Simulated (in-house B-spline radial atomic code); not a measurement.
The numbers below are computed, except where a source is named.
# Softness against transferability: the 3p channel of Ti

Ti, [Ar] 3d2 4s2, non-relativistic LDA (VWN5), spherical and spin-unpolarised, from an all-electron radial atomic-structure program (B-spline basis) (atomic units). The all-electron 3p level is ε = -1.422948 hartree, its outermost node lies just inside 0.38 bohr and its outer maximum at 0.90 bohr.

Troullier-Martins pseudo-orbitals are made for several radii. The cutoffs (hartree) are the plane-wave energies beyond which the orbital holds less than the named kinetic energy per electron. The phase error is the difference, pseudo minus all-electron, of arctan(R P'/P) at R = 1.56 bohr for all radii, half a hartree below and above the level.

| r_c (bohr) | V_l(0) (hartree) | cutoff for 10 mEh | for 1 mEh | for 0.1 mEh | phase error at ε − 0.5 (mrad) | at ε + 0.5 (mrad) |
| --- | --- | --- | --- | --- | --- | --- |
| 0.68 | -48.54 | 112 | 142 | 422 | -2.7 | -0.8 |
| 0.79 | -14.69 | 48.4 | 88.2 | 165 | -1.7 | -0.5 |
| 0.9 | -6.16 | 15 | 37 | 74.4 | -1.3 | -0.4 |
| 1.02 | -5.39 | 15.2 | 39.1 | 65.4 | -1.2 | -0.3 |
| 1.14 | -6.17 | 14.8 | 34.3 | 46.1 | -1.6 | -0.4 |
| 1.26 | -6.87 | 14.8 | 21 | 39.4 | -2.3 | -0.6 |

(1) Which radius needs the lowest cutoff for 0.1 mEh while both phase errors stay within 1.8 mrad?

(2) What does the larger radius buy, and what does it cost?

Answers

(1) The radii within that limit are 0.79, 0.9, 1.02, 1.14 bohr; of these r_c = 1.14 needs the least, 46.1 hartree, that is 92.2 Ry or 1254 eV.

(2) From r_c = 0.68 to 1.26 bohr the cutoff for 1 mEh goes from 142 to 21 hartree, a factor of 6.76, against 3.43 for a pure 1/r_c² scaling, end to end; step by step it is 142, 88.2, 37, 39.1, 34.3, 21, and for 0.1 mEh 422, 165, 74.4, 65.4, 46.1, 39.4; the number of plane waves goes as the cutoff to the power 3/2, here a factor of 17.6. The larger of the two phase errors is least at r_c = 1.02 bohr, 1.2 mrad; it is 2.7 at the smallest radius and 2.3 at the largest. These errors test the reference atom alone. The smallest radius lies well inside the outer maximum, where the nodeless form must bend sharply to keep the norm, so it is both harder and scatters less well than the next. Large radii also let the cores of neighbours overlap, which an atom doesn't show.
